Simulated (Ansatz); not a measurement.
Geometry optimisation, RKS PBE/cc-pVDZ (Ansatz 0.2.0).

Input:

```yaml
crystal:
  periodic: [false, false, false]
  atoms:
    - { symbol: B, position_ang: [-1.742, 0.5026, 0.0205] }
    - { symbol: Si, position_ang: [-0.1696, -0.5145, 0.0819] }
    - { symbol: C, position_ang: [-0.3252, -1.7316, 1.4746] }
    - { symbol: S, position_ang: [1.6063, 0.7822, 0.4084] }
    - { symbol: C, position_ang: [1.5282, 1.4503, -1.2911] }
    - { symbol: H, position_ang: [-1.9167, 1.3952, -0.8211] }
    - { symbol: H, position_ang: [-2.6272, 0.36, 0.7955] }
    - { symbol: H, position_ang: [0.0402, -1.2302, -1.186] }
    - { symbol: H, position_ang: [-0.4162, -1.1683, 2.4868] }
    - { symbol: H, position_ang: [-1.1625, -2.397, 1.3468] }
    - { symbol: H, position_ang: [0.6236, -2.3417, 1.5533] }
    - { symbol: H, position_ang: [1.6816, 0.6548, -2.0026] }
    - { symbol: H, position_ang: [0.5262, 2.0217, -1.4835] }
    - { symbol: H, position_ang: [2.3401, 2.1872, -1.3546] }
basis:
  gaussian: { orbitals: cc-pVDZ }
hamiltonian:
  xc: pbe
relax:
  f_tol: 0.015
  max_steps: 40
```

Command:

```bash
$ ansatz run input.yaml --threads 2 --pin off --max-ram 3072MiB --backend cpu --events-out ev --progress --plain --runs-dir out
```

Problem. Where does it end, and by what steps?

Solution. The forces met the threshold. After 20 steps the energy has fallen by 1.086 eV; H7 moved furthest, 1.28 Å. Joined: B1–S4.

```tsv
step	energy less start (eV)	largest force component (eV/Å)	accepted
0	0.0000	2.217	yes
1	-0.4141	0.805	yes
2	-0.4922	0.485	yes
3	-0.5156	0.186	yes
4	-0.5300	0.168	yes
5	-0.5679	0.366	yes
6	-0.6289	0.395	yes
7	-0.7114	0.569	yes
8	-0.8196	0.752	yes
9	-1.0015	0.482	yes
10	-1.0362	0.268	yes
11	-1.0574	0.224	yes
12	-1.0666	0.159	yes
13	-1.0795	0.111	yes
14	-1.0829	0.090	yes
15	-1.0849	0.056	yes
16	-1.0849	0.141	no
17	-1.0853	0.068	yes
18	-1.0862	0.028	yes
19	-1.0863	0.027	yes
20	-1.0864	0.014	yes
```

```xyz
14
Properties=species:S:1:pos:R:3
B -1.303 1.004 0.104
Si -0.543 -0.824 0.005
C -0.331 -2.019 1.462
S 0.709 1.081 0.378
C 1.340 1.455 -1.308
H -1.624 1.596 -0.907
H -1.826 1.278 1.169
H 0.087 -1.408 -1.243
H -0.561 -1.508 2.417
H -1.048 -2.859 1.347
H 0.692 -2.443 1.508
H 2.365 1.049 -1.406
H 0.676 1.012 -2.074
H 1.353 2.555 -1.423
```

The run took 67 s on 2 threads of Arm Neoverse V1, on a shared host, peak memory 0.18 GiB.
